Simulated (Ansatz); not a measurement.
Consider the ligand exchange at the Si–O bond: `F[SiH](F)O[SiH2]S` + HCl → `S[SiH2]Cl` + `O[SiH](F)F`.

Gas-phase electronic energies from Ansatz, PBE0-D4/def2-TZVP geometries. CCSD(T)/CBS adds triple-zeta CCSD(T) − MP2 to the extrapolated MP2 energy (def2 sets, frozen cores). This one scheme is used for every species. Each species was taken in one conformer, which may not be the lowest.

| level | ΔE (kcal/mol) |
| --- | --- |
| SCS-MP2/def2-TZVPP | 4.2 |
| CCSD(T)/def2-TZVPP | 4.4 |

(1) What does CCSD(T)/CBS give? (Estimate.)

Largest T1 diagnostic among the species: 0.012.

## Answers

(1) The calculation gave: +3.6 kcal/mol. The listed levels differ from it by 0.6, 0.8 kcal/mol.

From PBE to PBE0 (25 % exact exchange), in def2-TZVPP and without D4, ΔE moves by +0.9 kcal/mol. The D4 term adds +1.0 kcal/mol with B3LYP and +0.7 kcal/mol with PBE0; it sums over pairs of atoms, weighted by their polarisabilities, and B3LYP, whose exchange is more repulsive, gets the larger term.

B3LYP here is the variant with VWN-RPA as its local correlation; programs differ in this.
